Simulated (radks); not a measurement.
Removal energies from the europium ion Eu5+, [Xe] 4f(5/2: 4, 7/2: 0), by Delta-SCF beside the eigenvalue of the level emptied. Method: Dirac Kohn-Sham, PBE, spin-unpolarised, spherical densities, finite nucleus; Fermi nuclear charge, rms radius of each element as measured or else 0.836 A^(1/3) + 0.57 fm; computed with a radial shooting solver on a logarithmic mesh with Libxc functionals. Sub-shells are occupied by j as written (lower j first in brackets).

removed from,final configuration,Delta-SCF (eV),-eigenvalue (eV)
4f5/2,"[Xe] 4f(5/2: 3, 7/2: 0)",86.721,74.918
5p3/2,"[Kr] 4d10 4f(5/2: 4, 7/2: 0) 5s2 5p(1/2: 2, 3/2: 3)",88.143,80.730
5p1/2,"[Kr] 4d10 4f(5/2: 4, 7/2: 0) 5s2 5p(1/2: 1, 3/2: 4)",93.555,85.852
5s1/2,"[Kr] 4d10 4f(5/2: 4, 7/2: 0) 5s1 5p6",114.63,106.41
